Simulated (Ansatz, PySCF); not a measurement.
C2HBF, SMILES `C#C[B-]F` (triplet; the order of the spin states depends on the level) (charge -1, multiplicity 3). This triplet lies 0.21 eV above the relaxed singlet at the level B3LYP-D3(BJ)/def2-TZVPD (PySCF); other levels give the other order.

The numbers are results of r2SCAN/aug-cc-pVTZ // B3LYP-D3(BJ)/def2-TZVPD in Ansatz (a program for electronic structure), not measurements.

Ansatz 0.2 input:
```yaml
crystal:
  periodic: [false, false, false]
  atoms:
    - { symbol: C, position_ang: [1.268847, -0.310979, -0.825114] }
    - { symbol: C, position_ang: [0.095426, -0.156165, -0.377432] }
    - { symbol: B, position_ang: [-1.258147, -0.187817, 0.129011] }
    - { symbol: F, position_ang: [-2.363607, 0.567383, -0.193327] }
    - { symbol: H, position_ang: [2.257476, 0.087576, -0.638648] }
basis:
  gaussian: { orbitals: aug-cc-pVTZ }
hamiltonian:
  xc: r2scan
total_charge: -1
magnetization:
  spin_polarized: true
  initial_magnetization: 2
```

Output:

```
Functional definition: r2SCAN
899 factors; their error is unknown
mean field evaluation 1: about -5464.5217 eV, gradient 5.7e1 eV
mean field evaluation 2: about -5285.8648 eV, gradient 1.4e2 eV
mean field evaluation 4: about -5471.1584 eV, gradient 4.0e1 eV
mean field evaluation 8: about -5480.8007 eV, gradient 4.6e-1 eV
mean field evaluation 16: about -5480.7820 eV, gradient 6.4e-3 eV
mean field -5480.78195329 eV, -201.4150217759 hartree, gradient 5.1e-5 eV, S^2 2.030709; 1 other end points of the search recorded, 0 dependent functions left out
reference -5480.78200264 eV, -201.4150235897 hartree; 15, 13 occupied and 192, 194 virtual orbitals, 899 factors
Total energy: -5480.78200264 eV, -201.4150235897 hartree
```
